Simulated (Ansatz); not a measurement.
Ansatz (a quantum-chemistry and plane-wave program) input (B3LYP/6-31G*):

Ansatz 0.2 input:
```yaml
crystal:
  periodic: [false, false, false]
  atoms:
    - {symbol: B, position_ang: [-0.92758319, 0.36970771, -0.53501291]}
    - {symbol: F, position_ang: [-2.19898119, 0.24902481, -0.28746364]}
    - {symbol: B, position_ang: [0.54864679, -0.07780171, 0.09621944]}
    - {symbol: F, position_ang: [1.17634462, -1.16445070, -0.34772415]}
    - {symbol: F, position_ang: [1.23315678, 0.75325590, 0.87896195]}
basis:
  gaussian:
    orbitals: 6-31G*
hamiltonian:
  xc: {name: B3LYP}
magnetization: {spin_polarized: true, initial_magnetization: 1}
phonons: {temperatures: {t_min: 298.15, t_max: 298.15, t_step: 100}}
```

Question: Which harmonic wavenumbers does it give?

Answer: 123, 204, 360, 407, 584, 670, 1211, 1381, 1506 cm⁻¹ (unscaled; negative means imaginary).
